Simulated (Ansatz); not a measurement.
A run on C$_{2}$H$_{5}$AlGaN with other settings.

```yaml
crystal:
  periodic: [false, false, false]
  atoms:
    - {symbol: C, position_ang: [-1.900430, -0.743442, 0.706500]}
    - {symbol: Al, position_ang: [-0.143582, -0.310751, 1.056847]}
    - {symbol: Ga, position_ang: [1.744633, -0.068415, -1.227429]}
    - {symbol: C, position_ang: [1.956084, 1.343808, -2.259183]}
    - {symbol: N, position_ang: [2.873900, 1.875279, -2.720596]}
    - {symbol: H, position_ang: [-1.998265, -2.206955, 0.997869]}
    - {symbol: H, position_ang: [-2.521143, -0.330273, 1.629887]}
    - {symbol: H, position_ang: [-2.366208, -0.364210, -0.152229]}
    - {symbol: H, position_ang: [0.810834, -0.672848, 2.218501]}
    - {symbol: H, position_ang: [0.640959, 1.430880, 0.094724]}
basis:
  gaussian: {orbitals: cc-pVTZ-DK, final_grid: {core_spheres: 20, valence_spheres: 16, degree: 47}}
hamiltonian: {xc: {name: r2SCAN50}, dispersion: d4}
scf: {lower_state_search: full}
output: {forces: true}
```

```sh
$ ansatz run in.yaml --threads 4 --pin off --events-out ev --progress --plain --max-ram 10444MiB
```

Shortened log:

```
Functional definition: r2SCAN50
1647 factors; their error is unknown
mean field evaluation 1: about -63134.7256 eV, gradient 5.3e1 eV
mean field evaluation 2: about -63133.0989 eV, gradient 5.8e1 eV
mean field evaluation 4: about -63141.5259 eV, gradient 4.8e0 eV
mean field evaluation 8: about -63141.5795 eV, gradient 4.8e-2 eV
mean field evaluation 16: about -63142.1577 eV, gradient 2.4e-4 eV
mean field -63142.15769795 eV, -2320.4314961081 hartree, gradient 7.6e-5 eV, S^2 0.000000; 0 other end points of the search recorded, 0 dependent functions left out
reference -63142.15770695 eV, -2320.4314964386 hartree; 34, 34 occupied and 203, 203 virtual orbitals, 1647 factors
Total energy: -63142.23713055 eV, -2320.4344152021 hartree
Relativity: scalar
Atom 0 at    -1.900430    -0.743442     0.706500 Å, force    -2.131697    -3.790868     4.231670 eV/Å
Atom 1 at    -0.143582    -0.310751     1.056847 Å, force     2.727416     1.995457    -1.144055 eV/Å
Atom 2 at     1.744633    -0.068415    -1.227429 Å, force    -1.681569    -3.503556     3.447074 eV/Å
Atom 3 at     1.956084     1.343808    -2.259183 Å, force     2.205254     4.079701    -3.246037 eV/Å
Atom 4 at     2.873900     1.875279    -2.720596 Å, force    -1.170452    -0.316542     0.351776 eV/Å
Atom 5 at    -1.998265    -2.206955     0.997869 Å, force     0.127719     4.818096    -1.433953 eV/Å
Atom 6 at    -2.521143    -0.330273     1.629887 Å, force     1.312916    -0.920679    -1.934590 eV/Å
Atom 7 at    -2.366208    -0.364210    -0.152229 Å, force    -0.714614    -0.382086    -1.184844 eV/Å
Atom 8 at     0.810834    -0.672848     2.218501 Å, force     0.009988    -0.151512     0.276313 eV/Å
Atom 9 at     0.640959     1.430880     0.094724 Å, force    -0.684960    -1.828011     0.636646 eV/Å
Dipole moment:    -0.667459    -0.542832     0.459226 e Å
```

Run time 11 s (4 threads of an Arm Neoverse V2 on a shared host); peak host memory 0.78 GiB.
